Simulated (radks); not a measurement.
Results of a calculation; reference values are marked as such.
Spherical quantum dot in the effective-mass picture: electrons in a parabolic well V = omega^2 r^2 / 2 with omega = 0.098, with a point charge +2 (a donor) at the centre, all in effective atomic units (hartree* = m*/eps^2 hartree, bohr* = eps/m* bohr), one dielectric constant everywhere. Level of theory: non-relativistic Kohn-Sham, LDA (Slater exchange, Perdew-Wang correlation), spin-polarised, spherical densities (a radial shooting solver with Libxc functionals). Levels are named by radial order and angular momentum (1s, 1p, 1d, 2s, ...), and open shells are averaged over m.

N = 4, configuration 1s2 2s2. This is the lowest configuration that the search found (a dilute case). Occupied and some empty levels:

level,occupation,eigenvalue (hartree*),<r> (bohr*)
1s,2,-0.10294,0.9814
2s,2,0.42708,4.953
1p,0,0.46216,5.074
1d,0,0.54983,6.084
1f,0,0.63819,6.851
2p,0,0.63916,6.170
1g,0,0.72913,7.536

Energy (hartree*): total -2.27131, kinetic 3.0053, external -7.3555, Hartree 3.2945, exchange-correlation -1.2155. Static polarisability (adiabatic kernel): 292.3 bohr*^3, against N/omega^2 = 416.5 from the generalised Kohn theorem, which the central charge breaks.

Electron density:

r (bohr*),n(r) (e/bohr*^3)
0.151,1.991
0.532,0.4823
0.912,0.1318
1.29,0.03941
1.67,0.01303
2.05,0.005304
2.43,0.003147
2.81,0.002627
3.19,0.002526
3.57,0.002460
3.95,0.002322
4.33,0.002102
4.71,0.001822
5.09,0.001516
5.47,0.001212
5.86,0.0009310
6.24,0.0006893
6.62,0.0004920
7.00,0.0003387
7.38,0.0002249
